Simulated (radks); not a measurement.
Species: Sn. Configuration: [Kr] 4d10 5s2 5p2.

Calculated with a radial shooting solver on a logarithmic mesh with Libxc functionals: scalar-relativistic Kohn-Sham, PBEsol, spin-unpolarised, spherical densities, finite nucleus; Fermi nuclear charge, rms radius 4.6519 fm.

Energy parts (Ry):
part                        energy
total                 -12348.58371
kinetic                12891.17073
electron-nucleus      -29866.49550
Hartree                 4950.70812
exchange-correlation    -323.96705

Orbitals (lengths in bohr, moments of r in powers of bohr):
orbital  occ.  eigenvalue (Ry)   <1/r>
1s          2        -2131.251   53.06
2s          2        -321.7656   12.11
2p          6        -288.9132   11.64
3s          2        -62.07362   4.299
3p          6        -51.33760   4.093
3d         10        -34.79357   3.864
4s          2         -9.82945   1.696
4p          6         -6.58289   1.539
4d         10         -1.89573   1.217
5s          2         -0.77870  0.5395
5p          2         -0.27260  0.3973

The highest occupied level is 5p at -3.709 eV. For comparison, the ionisation energy in NIST's Atomic Spectra Database is 7.344 eV (measured). In exact Kohn-Sham theory the highest level is minus the ionisation energy, but local and semilocal functionals leave it too shallow, through self-interaction and a potential that decays too fast; potentials with the right tail come closer. Summed over all electrons, <r^2> = 61.21 bohr^2, which gives a Langevin (diamagnetic) susceptibility term of -48.5 x 10^-6 cm^3/mol. The electron density at the nucleus is 1.963e+05 e/bohr^3 (large components only). The density falls to 0.001 e/bohr^3 at r = 4.72 bohr.

Beside tabulated values, note that spin-unpolarised runs miss the spin-polarisation part of the exchange energy of open shells.
